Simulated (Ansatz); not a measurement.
Coupled-cluster run, Br3FGe (`[F][Ge]([Br])([Br])[Br]`).

```yaml
crystal:
  periodic: [false, false, false]
  atoms:
    - {symbol: F, position_ang: [0.206886, -1.470929, 0.988533]}
    - {symbol: Ge, position_ang: [0.016468, -0.062701, 0.024577]}
    - {symbol: Br, position_ang: [-1.301869, 1.370105, 1.184723]}
    - {symbol: Br, position_ang: [-0.956271, -0.707322, -1.918390]}
    - {symbol: Br, position_ang: [2.084785, 0.797248, -0.321043]}
basis:
  gaussian: {orbitals: def2-SVP}
correlation: {method: ccsd_t}
```

```sh
$ ansatz run in.yaml --threads 4 --pin off --events-out ev --progress --plain --max-ram 11315MiB
```

The program prints (abridged):

```
Functional definition: HF
1351 factors; integrals over basis functions are off by at most 5.1e-4 eV
mean field evaluation 1: about -269143.5256 eV, gradient 3.3e1 eV
mean field evaluation 2: about -269143.5659 eV, gradient 3.3e1 eV
mean field evaluation 4: about -269146.0285 eV, gradient 2.0e0 eV
mean field evaluation 8: about -269146.0499 eV, gradient 1.6e-1 eV
mean field -269146.05004058 eV, -9890.9349052462 hartree, gradient 1.6e-6 eV, S^2 0.000000; 0 other end points of the search recorded, 0 dependent functions left out
37 core orbitals not correlated: weight in the atoms' cores, before any rotation towards them, 1.000 or more for the frozen orbitals, at most 0.000 for the correlated occupied ones
reference -269146.05004058 eV, -9890.9349052462 hartree; 36, 36 occupied and 69, 69 virtual orbitals, 1351 factors
second order -29.74247839 eV of doubles, -0.00000000 eV of singles
cycle   1  -28.90131322 eV  change    8.4e-1 eV  update   1.1e-1
cycle   2  -29.49688735 eV  change   -6.0e-1 eV  update   3.0e-2
cycle   3  -29.59305021 eV  change   -9.6e-2 eV  update   1.5e-2
cycle   4  -29.57508745 eV  change    1.8e-2 eV  update   3.2e-3
cycle   5  -29.57193958 eV  change    3.1e-3 eV  update   1.3e-3
cycle   6  -29.57285886 eV  change   -9.2e-4 eV  update   3.8e-4
cycle   7  -29.57256088 eV  change    3.0e-4 eV  update   1.2e-4
cycle   8  -29.57248291 eV  change    7.8e-5 eV  update   3.5e-5
perturbative correction -0.69481982 eV, -0.0255341573 hartree
Total energy: -269176.31734331 eV, -9892.0472081056 hartree
```

Run time 29 s (4 threads of an Arm Neoverse V2 on a shared host); peak host memory 0.95 GiB.

Correlation energy per correlated electron: -0.420 eV. T1 diagnostic: 0.0081.
